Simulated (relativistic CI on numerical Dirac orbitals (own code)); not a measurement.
## Co²⁺ in a cubic cluster: L2,3 absorption with charge transfer

Computed with a charge-transfer multiplet model of a cubic metal-ligand cluster with up to 2 ligand holes, Slater and spin-orbit integrals from Dirac-Coulomb-Breit ions, Slater integrals scaled by 0.9. The ground state mixes d7 with configurations of k ligand holes L, whose averages lie at kΔ + k(k − 1)U_dd/2; a core hole lowers each added d electron by U_cd. 300 K, Lorentzian 0.4 eV and Gaussian 0.3 eV FWHM.

Atomic integrals in eV (Slater integrals scaled, ζ unscaled), ground: F2dd 10.387, F4dd 6.447, zeta_d 0.063; with the core hole: F2dd 11.102, F4dd 6.898, zeta_d 0.084, zeta_core 9.670, F2cd 6.560, G1cd 4.914, G3cd 2.793.

Cluster parameters (eV): U_dd = 7.4, U_cd = 9.3, 10Dq = 0.9, 10Dq(ligand) = 0, V(eg) = 3.05, V(t2g) = -1.29, final-state hopping factor = 1.

```csv
Case,n_d,d7,d8L,d9L2,S
Δ = 4.5 eV,7.26,0.75,0.23,0.01,1.48
Δ = 5.5 eV,7.21,0.79,0.20,0.01,1.50
Δ = 6.5 eV,7.18,0.82,0.17,0.01,1.50
Δ = 8.5 eV,7.13,0.87,0.13,0.00,1.50
Δ = 9.5 eV,7.12,0.89,0.11,0.00,1.50
```

Weights, n_d and S are thermal averages at 300 K. Photon energies count from the first peak over 30 % of the highest in each spectrum, which can be another peak from case to case. The parameters are a model scan and need not match a compound or its usual spin state. Peaks in eV (height, largest 100):
- Δ = 4.5 eV: 0.0 (70), 0.7 (26), 2.2 (100), 3.4 (99), 4.5 (21), 15.7 (6), 17.1 (23), 17.8 (22), 18.5 (24)
- Δ = 5.5 eV: 0.0 (70), 0.9 (25), 2.2 (99), 3.5 (100), 4.6 (22), 15.8 (6), 17.1 (25), 17.9 (22), 18.6 (25), 19.6 (10)
- Δ = 6.5 eV: 0.0 (66), 2.2 (96), 3.5 (100), 4.7 (22), 15.8 (6), 17.1 (25), 17.9 (23), 18.6 (26), 19.7 (9)
- Δ = 8.5 eV: 0.0 (63), 1.6 (79), 2.2 (89), 3.5 (100), 4.7 (22), 15.9 (5), 17.0 (24), 17.8 (24), 18.5 (24), 19.7 (7)
- Δ = 9.5 eV: 0.0 (61), 1.6 (80), 2.2 (88), 3.5 (100), 4.8 (22), 6.0 (10), 16.0 (6), 17.0 (25), 17.8 (25), 18.6 (24), 19.8 (6)

Curve for Δ = 5.5 eV (points under 2 left out, the grid thinned):

(E (eV), Intensity): (-1.7, 2.1), (-1.3, 3.1), (-0.9, 5.6), (-0.5, 14.6), (-0.1, 60.5), (0.3, 40.1), (0.7, 23.0), (1.1, 24.5), (1.5, 58.0), (1.9, 85.0), (2.3, 96.5), (2.7, 46.3), (3.0, 45.7), (3.4, 93.6), (3.8, 59.4), (4.2, 26.5), (4.6, 21.6), (5.0, 17.9), (5.4, 13.2), (5.8, 9.8), (6.2, 5.8), (6.6, 4.2), (7.0, 2.8), (7.4, 2.2), (8.2, 2.5), (8.6, 2.7), (9.0, 2.2), (10.7, 2.6), (11.1, 2.7), (11.5, 2.6), (14.9, 2.1), (15.3, 3.0), (15.7, 6.2), (16.0, 5.0), (16.4, 4.5), (16.8, 14.8), (17.2, 23.1), (17.6, 18.0), (18.0, 21.1), (18.4, 21.8), (18.8, 20.6), (19.2, 10.8), (19.6, 10.0), (20.0, 6.0), (20.4, 2.3)

For the case Δ = 6.5 eV, Δ = 6.5 eV is smaller than U_dd = 7.4 eV, the charge-transfer side of the Zaanen-Sawatzky-Allen scheme. With the core hole the configuration with one ligand hole lies at Δ + U_dd − U_cd = 2.6, 3.6, 4.6, 6.6, 7.6 eV from the one without, in the order of the table; where this is negative the screened configuration lies lower, though the effective hopping of about 4.3 eV (from the holes of the mixed ground state) mixes the two strongly wherever it is as large as the gap.
